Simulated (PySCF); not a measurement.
Simulated C 1s region for `CCO[Si@H]1CCCO1`, binding energy against the vacuum level.

Every computed line was given a Gaussian of 0.5 eV full width at half maximum and an area set by the number of equivalent atoms; the highest printed point is 100. Method: delta-SCF UKS SCAN, pcX-2 on the ionised atom, pcseg-1 elsewhere, spin-free X2C (PySCF 2.14.0).

binding energy (eV), intensity and a bar:
```
    289.4          0 
    289.5          1 
    289.6          2 #
    289.7          7 ##
    289.8         16 #####
    289.9         29 #########
    290.0         43 #############
    290.1         53 ################
    290.2         56 #################
    290.3         58 #################
    290.4         66 ####################
    290.5         82 #########################
    290.6         98 #############################
    290.7        100 ##############################
    290.8         84 #########################
    290.9         58 #################
    291.0         32 ##########
    291.1         14 ####
    291.2          5 ##
    291.3          2 
    291.4          1 
    291.5          4 #
    291.6         10 ###
    291.7         23 #######
    291.8         44 #############
    291.9         68 ####################
    292.0         87 ##########################
    292.1         93 ############################
    292.2         82 #########################
    292.3         60 ##################
    292.4         36 ###########
    292.5         18 #####
    292.6          7 ##
    292.7          2 #
    292.8          1 
    292.9          0
```

**Question.** Count the maxima, the lines and the sites behind this envelope.

**Answer.** The curve has 2 maxima (at 290.7 and 292.1 eV). Under it lie 5 lines from 5 inequivalent carbon sites. At this width some lines have no maximum of their own.

**Question.** Decompose the envelope and assign each component. Numbering: `[CH3:1][CH2:2][O:3][Si@H:4]1[CH2:5][CH2:6][CH2:7][O:8]1`.

**Answer.** 
```
position (eV)  relative area  line  atoms                  environment
       290.12              1  C 1s     C5  sp3 carbon bound to silicon
       290.64              1  C 1s     C1                methyl carbon
       290.71              1  C 1s     C6              ring CH2 carbon
       292.00              1  C 1s     C7   sp3 carbon bound to oxygen
       292.17              1  C 1s     C2   sp3 carbon bound to oxygen
```

Lowest listed C 1s: C5, bonded to C, 2 H and Si. Highest, 2.05 eV above it: C2, bonded to O, C and 2 H. Summing the Pauling electronegativity differences to the bonded atoms, each weighted by its formal bond order, gives -1.35 for the lowest site and +0.19 for the highest; no listed site has a larger sum than the highest.

Shake-up satellites, vibrational structure and lifetime widths aren't simulated. Geometry: PBE0-D3(BJ)/def2-SVP, one conformer, isolated molecule.

Time: 2.3 min of wall time; peak memory 0.69 GiB. Hardware: an Arm Neoverse V1 with one thread, no GPU, shared host.
